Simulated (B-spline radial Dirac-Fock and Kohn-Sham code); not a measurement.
Binding energies of Lu⁵⁺ at several levels of theory

System: the Lu⁵⁺ ion, [Xe] 4f12.

The density-functional columns are spherical, spin-unpolarised Dirac-Kohn-Sham results without Breit or QED terms: −ε is minus the orbital energy of the initial state and ΔSCF the difference of two total energies. The reference in the last column comes from Dirac-Fock (average of configuration) total-energy differences with a finite nucleus, the Breit interaction including its frequency dependence, and self-energy and vacuum-polarisation corrections. All numbers are from an atomic code on a B-spline grid, in eV; a selection of levels is shown. For the 1s level of heavy atoms much of the gap between ΔSCF and the reference is the Breit and QED part, -304.2 eV here; for other levels the error of the functional can be larger.

| level | PBE −ε | PBE ΔSCF | LDA −ε | LDA ΔSCF | Dirac-Fock |
| --- | --- | --- | --- | --- | --- |
| K | 63216.5 | 63744.6 | 63161.8 | 63688.2 | 63396.2 |
| L1 | 10816.6 | 10914.0 | 10808.9 | 10906.6 | 10965.6 |
| L2 | 10328.7 | 10453.3 | 10325.3 | 10450.0 | 10437.7 |
| L3 | 9211.4 | 9320.2 | 9209.2 | 9318.2 | 9333.0 |
| M1 | 2510.3 | 2540.0 | 2508.1 | 2538.0 | 2589.0 |
| M2 | 2294.1 | 2325.9 | 2293.3 | 2325.2 | 2357.5 |
| M3 | 2055.8 | 2085.1 | 2055.4 | 2084.7 | 2118.7 |
| M4 | 1688.4 | 1723.1 | 1688.6 | 1723.4 | 1730.7 |
| M5 | 1636.4 | 1670.2 | 1636.6 | 1670.4 | 1679.7 |
| N1 | 559.3 | 574.2 | 558.3 | 573.2 | 601.0 |
| N2 | 471.1 | 485.9 | 470.7 | 485.5 | 505.8 |
| N3 | 416.4 | 430.8 | 415.9 | 430.3 | 451.2 |
| N4 | 271.2 | 285.2 | 271.2 | 285.3 | 294.1 |
| N5 | 261.1 | 275.0 | 261.1 | 275.0 | 284.0 |
| N6,7 | 81.10 | 93.80 | 81.50 | 94.20 | 90.43 |
| O1 | 124.8 | 134.1 | 125.1 | 134.4 | 137.1 |
| O2 | 98.54 | 107.2 | 98.94 | 107.7 | 105.6 |
| O3 | 90.14 | 98.41 | 90.45 | 98.74 | 97.07 |

Question: Order the estimates of the K (1s) level by their distance from the Dirac-Fock value, nearest first.
A. PBE −ε
B. PBE ΔSCF
C. LDA −ε
D. LDA ΔSCF

Answer: A (179.8 eV), C (234.4 eV), D (292.0 eV), B (348.3 eV).

An eigenvalue near the reference for a deep level is a cancellation of errors: it lacks relaxation, carries self-interaction and omits Breit and QED terms.

Values without a named source are computed, but for edge energies of neutral atoms, which are taken from tables.
